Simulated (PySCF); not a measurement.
Geometry:
| atom | x (Å) | y (Å) | z (Å) |
| --- | --- | --- | --- |
| C1 | 2.017 | -0.320 | 0.193 |
| C2 | 0.737 | -0.165 | -0.629 |
| C3 | -0.245 | -1.253 | -0.293 |
| C4 | -1.455 | -0.929 | 0.126 |
| C5 | -1.824 | 0.520 | 0.241 |
| Si6 | -0.242 | 1.447 | -0.286 |
| H7 | 1.796 | -0.252 | 1.256 |
| H8 | 2.485 | -1.286 | 0.005 |
| H9 | 2.732 | 0.461 | -0.060 |
| H10 | 1.011 | -0.257 | -1.686 |
| H11 | 0.080 | -2.279 | -0.394 |
| H12 | -2.198 | -1.670 | 0.388 |
| H13 | -2.680 | 0.736 | -0.401 |
| H14 | -2.144 | 0.745 | 1.260 |
| H15 | -0.424 | 2.270 | -1.485 |
| H16 | 0.346 | 2.242 | 0.795 |

Geometry: GFN2-xTB; GIAO shifts from PySCF, gas phase, non-relativistic, averaged over equivalent atoms.

At WP04/MINI (44 basis functions, 7 s wall time on 1 thread of an Arm Neoverse V2, shared host):
| atoms | δ (ppm) |
| --- | --- |
| C3 | 111.6 |
| C4 | 105.7 |
| C1 | 22.3 |
| C2 | 21.2 |
| C5 | 16.9 |
| Si6 | -33.9 |
| H12 | 6.28 |
| H11 | 6.17 |
| H15 | 2.20 |
| H10 | 2.14 |
| H16 | 1.91 |
| H14 | 1.73 |
| H13 | 1.70 |
| H7/H8/H9 | 1.05 |

References, each an isolated molecule treated in the same way: TMS for 13C (σref 209.78) and 29Si (σref 625.37) and 1H (σref 30.43).

Q: What do these become at PBE0/pcSseg-1?

A: 
| atoms | δ at PBE0/pcSseg-1 | change |
| --- | --- | --- |
| C3 | 146.8 | +35.2 |
| C4 | 136.9 | +31.2 |
| C1 | 21.6 | -0.7 |
| C2 | 27.8 | +6.6 |
| C5 | 17.3 | +0.4 |
| Si6 | -27.2 | +6.7 |
| H12 | 6.02 | -0.26 |
| H11 | 5.98 | -0.19 |
| H15 | 4.37 | +2.17 |
| H10 | 2.20 | +0.06 |
| H16 | 4.00 | +2.09 |
| H14 | 1.83 | +0.10 |
| H13 | 1.77 | +0.07 |
| H7/H8/H9 | 1.24 | +0.19 |

References, each an isolated molecule treated in the same way: 13C (186.93 ppm), 29Si (349.16 ppm), 1H (31.72 ppm) against TMS.

The largest change is at C3 (alkene CH). Cost: 159 basis functions, 15 s wall time on 1 thread of an Arm Neoverse V2, shared host. The order of the carbon signals changes between the two levels.
